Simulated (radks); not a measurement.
All-electron atom: I+ in [Kr] 4d9.5 5s2 5p4.5 (fractional occupations, a model configuration).

Method: scalar-relativistic Kohn-Sham, BLYP, spin-unpolarised, spherical densities, point nucleus; computed with a radial shooting solver on a logarithmic mesh with Libxc functionals.

Energy parts (eV):
part                       energy
total                 -193631.377
kinetic                203263.328
electron-nucleus      -467830.380
Hartree                 75864.894
exchange-correlation    -4929.219

Orbitals (lengths in bohr, moments of r in powers of bohr):
1s: occ. 2; eigenvalue (eV) -33004.23; <r> 0.02722; <1/r> 56.84
2s: occ. 2; eigenvalue (eV) -5111.576; <r> 0.1172; <1/r> 13.02
2p: occ. 6; eigenvalue (eV) -4589.585; <r> 0.1025; <1/r> 12.46
3s: occ. 2; eigenvalue (eV) -1042.695; <r> 0.3141; <1/r> 4.667
3p: occ. 6; eigenvalue (eV) -873.5896; <r> 0.3121; <1/r> 4.437
3d: occ. 10; eigenvalue (eV) -620.3091; <r> 0.2886; <1/r> 4.200
4s: occ. 2; eigenvalue (eV) -193.8099; <r> 0.7380; <1/r> 1.893
4p: occ. 6; eigenvalue (eV) -140.6270; <r> 0.7890; <1/r> 1.735
4d: occ. 9.5; eigenvalue (eV) -62.9691; <r> 0.9117; <1/r> 1.455
5s: occ. 2; eigenvalue (eV) -27.1967; <r> 1.888; <1/r> 0.6927
5p: occ. 4.5; eigenvalue (eV) -15.8912; <r> 2.279; <1/r> 0.5673

The highest occupied level is 5p at -15.891 eV. Summed over all electrons, <r^2> = 51.42 bohr^2, which gives a Langevin (diamagnetic) susceptibility term of -40.7 x 10^-6 cm^3/mol.
